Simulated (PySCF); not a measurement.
A GIAO shielding run with PySCF (density fitting, non-relativistic, gas phase) on `InChI=1S/C3H11ClSi2/c1-2-6(5)3-4/h6H,2-3H2,1,5H3/t6-/m1/s1`:

```
$ OMP_NUM_THREADS=1 python probes_run.py task.json out

{"job": {"kind": "nmr", "xc": "PBE0", "basis": "pcSseg-1"}, "charge": 0, "multiplicity": 1}
C     -2.284671    -0.864363     0.128694
C     -0.837380    -1.125115    -0.276529
Si     0.430200     0.079356     0.503147
Si     2.598494    -0.306645    -0.223581
C     -0.101319     1.862204     0.012463
Cl     1.090350     3.014218     0.681449
H     -2.946393    -1.615645    -0.299142
H     -2.392086    -0.894590     1.210260
H     -2.611870     0.112533    -0.219312
H     -0.568292    -2.142357     0.012504
H     -0.763501    -1.090633    -1.365435
H      0.230679     0.032429     1.964128
H      3.155242     0.822156    -0.970612
H      3.507473    -0.579490     0.890877
H      2.666859    -1.473649    -1.111175
H     -0.113344     2.024593    -1.063438
H     -1.067439     2.157028     0.414717
```

Hardware: 1 thread of an Arm Neoverse N1, shared host. The job also computes population analyses, field gradients.

Question: How large is the calculation?

Answer: 74 electrons, 178 basis functions and 994 auxiliary functions.

Question: How long does it take, and how much memory does it need?

Answer: 43 s of wall time, with 12 SCF cycles and 4 response iterations; peak memory 0.82 GiB. Times on a shared host scatter by some tens of per cent.
